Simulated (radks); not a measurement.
Values are calculated unless marked as measured or tabulated.
Ionisation of the xenon ion Xe+, [Kr] 4d10 5s2 5p5, to Xe2+, [Kr] 4d10 5s2 5p4, under several functionals. Dirac Kohn-Sham, spin-unpolarised, spherical densities, finite nucleus; open shells are shared between the two j in proportion to 2j + 1; a radial shooting solver on a logarithmic mesh with Libxc functionals.

functional                                      E(Xe+) (hartree)  Exc (hartree)  IE (eV)  -e(HOMO) (eV)  <r> HOMO (bohr)  IE error (eV)
OLYP                                                 -7452.38344     -189.85677   21.720         16.497            2.213         +0.745
PBE                                                  -7449.54320     -186.89056   21.786         16.576            2.219         +0.811
BLYP                                                 -7450.23186     -187.57946   21.606         16.386            2.226         +0.631
B86b exchange with PBE correlation                   -7450.33145     -187.68902   21.804         16.592            2.218         +0.829
LDA (Slater exchange, Perdew-Wang correlation)       -7443.59424     -180.86943   21.978         16.736            2.216         +1.003
PBEsol                                               -7446.49433     -183.80355   21.816         16.593            2.215         +0.841
XLYP                                                 -7450.83855     -188.19284   21.625         16.408            2.228         +0.650
LDA (Slater exchange, VWN5 correlation)              -7443.61609     -180.89166   21.981         16.738            2.216         +1.006

NIST Atomic Spectra Database: 20.975 eV (semi-empirical). Closest: BLYP. The Delta-SCF values span 0.37 eV, the total energies 8.79 hartree. The highest occupied level is 5p3/2. Spin polarisation and multiplet splitting are left out, so open shells lie too high by an amount that depends on their filling. Sharing an open shell by 2j + 1 raises it above the true ground level by a part of the spin-orbit splitting, which enters the differences from NIST.

Beside tabulated values, note that spin-unpolarised runs miss the spin-polarisation part of the exchange energy of open shells.
